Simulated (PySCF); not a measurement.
Species: BiH6NSi.
Bonds: N1–Si2, Si2–Bi3. Hydrogens: H4, H5 on N1; H6, H7 on Si2; H8, H9 on Bi3.

Computed by this run: PySCF, PBE0-D3(BJ)/def2-SVP geometry optimisation, gas phase, def2 core potentials past Kr; density fitting, grid level 1; the optimiser is geomeTRIC in internal coordinates, started from a GFN2-xTB structure with every atom displaced at random (about 0.01 Å).

Step 0: E = -15297.2639 eV
```
atom  x, y, z in Å  |  force x, y, z in eV/Å
N1     -1.0061    0.2428   -0.8242    0.354   1.183  -1.045
Si2    -0.4307   -0.6693    0.4827   -0.450  -0.033   0.116
Bi3     2.1251   -0.3278    0.6100    0.917  -0.100   0.398
H4     -1.9831    0.3530   -0.9958   -0.888  -0.176  -0.090
H5     -0.5549    1.1101   -1.1014    0.160  -0.158   0.130
H6     -1.0902   -0.3412    1.7626   -0.001   0.110   0.618
H7     -0.8319   -2.0395    0.1876    0.037  -0.897   0.067
H8      2.2468   -0.5439   -1.1509   -0.048  -0.046  -0.203
H9      1.8877    1.4284    0.3702   -0.082   0.117   0.010
```

Step 1: E = -15297.4059 eV
```
atom  x, y, z in Å  |  force x, y, z in eV/Å
N1     -1.0677    0.2774   -0.9159   -0.138  -0.140   0.086
Si2    -0.4712   -0.6478    0.4257    0.033  -0.120   0.202
Bi3     2.1654   -0.3810    0.6312    0.042   0.063  -0.073
H4     -2.0715    0.3351   -1.0681    0.060  -0.023  -0.014
H5     -0.6347    1.1770   -1.0819    0.052   0.088  -0.035
H6     -1.0097   -0.2870    1.7902   -0.028   0.024  -0.106
H7     -0.7709   -2.1103    0.2597   -0.062   0.130  -0.095
H8      2.2881   -0.5508   -1.1556    0.013   0.019   0.036
H9      1.9346    1.3998    0.4555    0.026  -0.041  -0.001
```

**Question.** Estimate the geometry and energy of step 2. (The exact step hangs on the optimiser's Hessian estimate; all steps are aligned on step 1, rigid shifts and turns removed.)

**Answer.** E = -15297.4130 eV, largest force 0.077 eV/Å
```
atom  x, y, z in Å  |  force x, y, z in eV/Å
N1     -1.0709    0.2679   -0.9057    0.004   0.042   0.014
Si2    -0.4712   -0.6495    0.4375    0.039  -0.036   0.056
Bi3     2.1773   -0.3786    0.6255   -0.010  -0.013   0.001
H4     -2.0727    0.3181   -1.0655    0.014  -0.018  -0.016
H5     -0.6372    1.1675   -1.0844   -0.020  -0.010  -0.015
H6     -1.0240   -0.2804    1.7889   -0.001   0.011  -0.008
H7     -0.7965   -2.0973    0.2442   -0.022   0.006  -0.019
H8      2.2992   -0.5346   -1.1583   -0.002   0.003  -0.013
H9      1.9586    1.3993    0.4586   -0.002   0.014   0.000
```

The energy changes by -0.0070 eV. The first-order estimate −F·Δx gives -0.0121 eV and the mean of the old and new forces, exact on a quadratic surface, -0.0070 eV. The step makes an angle of 59° with the force vector and moves no atom by more than 0.033 Å.

What follows is the cost of the whole optimisation. Hardware: an Arm Neoverse V2 with one thread, on a shared host. Cost: 26 s wall, 0.37 GiB resident at most.
